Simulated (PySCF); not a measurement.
From one molecule to another.

First species: C6H15N.
Atom-mapped SMILES: `[CH3:1][CH2:2][CH2:3][CH2:4][N:5]([CH3:6])[CH3:7]` (hydrogens: H8, H9, H10 on C1; H11, H12 on C2; H13, H14 on C3; H15, H16 on C4; H17, H18, H19 on C6; H20, H21, H22 on C7)

Second species: C₅H₁₂Si.
SMILES with atom numbers: `[CH2:1]1[CH2:2][CH2:3][SiH2:4][CH2:5][CH2:6]1` (hydrogens: H7, H8 on C1; H9, H10 on C2; H11, H12 on C3; H13, H14 on Si4; H15, H16 on C5; H17, H18 on C6)

Levels: PBE0/def2-SVPD for dipole moment, HOMO energy, LUMO energy, HOMO–LUMO gap, static isotropic polarisability and electronic spatial extent ⟨r²⟩ about the centre of nuclear charge; TDDFT PBE0/def2-SVPD for lowest singlet excitation; TDA PBE0/def2-SVPD for lowest triplet excitation (Tamm–Dancoff); GFN2-xTB for rotational constant A and rotational constant C. Geometries: GFN2-xTB. All species are isolated and taken at one optimised geometry, non-relativistic unless stated; the electronic structure was computed with PySCF and density fitting.

Dipoles, sizes and rotational constants follow the conformer. The torsions of the flexible species, by atom-mapped SMILES:
- `[CH3:1][CH2:2][CH2:3][CH2:4][N:5]([CH3:6])[CH3:7]`: C1–C2–C3–C4 -178°, C2–C3–C4–N5 -168°, C3–C4–N5–C6 165°

Values for the first species:

- Dipole moment: 0.53 D
- HOMO energy: -6.12 eV
- LUMO energy: 0.80 eV
- HOMO–LUMO gap: 6.92 eV
- Lowest singlet excitation: 5.85 eV
- Lowest triplet excitation (Tamm–Dancoff): 5.65 eV
- Static isotropic polarisability: 85.5 au
- Electronic spatial extent ⟨r²⟩ about the centre of nuclear charge: 1302 bohr²
- Rotational constant A: 6.642 GHz
- Rotational constant C: 0.956 GHz

Task: Estimate the same properties for the second species, and the change in each.

Result: 
```
                                                         property       first     second  second less first
                                                    dipole moment      0.53 D     0.72 D            +0.19 D
                                                      HOMO energy    -6.12 eV   -7.68 eV           -1.56 eV
                                                      LUMO energy     0.80 eV    0.65 eV           -0.15 eV
                                                    HOMO–LUMO gap     6.92 eV    8.33 eV           +1.41 eV
                                        lowest singlet excitation     5.85 eV    7.21 eV           +1.36 eV
                         lowest triplet excitation (Tamm–Dancoff)     5.65 eV    7.01 eV           +1.36 eV
                                  static isotropic polarisability     85.5 au    83.1 au            -2.4 au
electronic spatial extent ⟨r²⟩ about the centre of nuclear charge  1302 bohr²  757 bohr²         -545 bohr²
                                            rotational constant A   6.642 GHz  3.640 GHz         -3.002 GHz
                                            rotational constant C   0.956 GHz  1.827 GHz         +0.871 GHz
```

On the first: The polarisability is 12.67 Å³ as a volume (1 au = 0.148185 Å³), or 1.47 au for each of the 58 electrons. S1 lies 1.07 eV below the HOMO–LUMO gap; its leading configuration is HOMO→LUMO, weight 0.86.

On the second: The 8 singlets span 7.21 to 8.26 eV, and their oscillator strengths add up to 0.15. The principal polarisabilities are 73.3, 85.3 and 90.6 au; their mean is the isotropic value.
